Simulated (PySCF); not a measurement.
Gas-phase equilibrium of 1 mol NO, 0.14 mol O2 at 1400 K and 0.00100 bar, among 8 species (O2, N2, O, NO, O3, N, N2O, NO2). Only gases are allowed; each row takes one source of thermochemistry for all species, and Cantera finds the minimum.

Method: PySCF energies (xtb for GFN2) plus ideal-gas RRHO corrections (1 bar). Table values come from the NASA 1993 polynomials. After a fit of one offset per element over all species, the range-separated, M06-2X, PBE0/def2-QZVP and CCSD(T)/def2-TZVPP enthalpies, where run, lie to one side of the table for O3 (+19 kJ/mol): a fault of the table's entry, another state or a shared error of the levels is possible; this was not checked at source. † marks an energy on the PBE0/def2-TZVP geometry and frequencies; other levels use their own. MP2 and CCSD(T) freeze the core. Open shells (unrestricted) among the columns below: O2 (multiplicity 3), O (multiplicity 3, electronic degeneracy 9), NO (multiplicity 2, electronic degeneracy 4), NO2 (multiplicity 2); the rest are closed-shell singlets. GFN2 has no spin-polarisation term. Spin-orbit splitting is ignored; it lowers the true energy and changes the entropy of O, NO. MP2 isn't extrapolated to the basis-set limit. CCSD(T) isn't extrapolated to the basis-set limit. The harmonic model lacks anharmonicity and excited electronic states, which grow with temperature; levels with a mode under 35 cm⁻¹ are left out. Strong static correlation: O3. Warning, large T1 diagnostic: O3 (CCSD(T)/def2-SVP†).

Molecules larger than those listed are left out. Table species left out: NO3.

Mole fractions:

```
thermochemistry      x NO2    x O2    x N2    x N2O     x NO      x O     x O3
------------------  ------  ------  ------  -------  -------  -------  -------
table               3.4e-7    0.56    0.44   1.3e-9  0.00088   2.2e-5  1.8e-11
CCSD(T)/def2-SVP†   9.4e-8    0.56    0.44  3.6e-10   0.0013  0.00022   <1e-12
GFN2-xTB              0.68  4.9e-5  5.0e-6     0.32   2.1e-5   <1e-12   1.7e-5
MP2/def2-TZVPP†     7.2e-7    0.56    0.44   7.9e-9  0.00033   1.1e-5  4.7e-11
PBE0/def2-SVP†      3.1e-6    0.56    0.44   2.6e-8   0.0014   7.6e-6   <1e-12
LDA/def2-TZVP†      0.0010    0.56    0.44   9.6e-6  0.00078   1.4e-9   1.3e-9
ωB97X-V/def2-TZVP†  2.2e-7    0.56    0.44  7.7e-10   0.0011   8.3e-6   <1e-12
```
The most sensitive of these is N2O: it spans a factor of 10^8.9 over these rows; at this temperature one factor of ten is RT ln 10 = 27 kJ/mol.
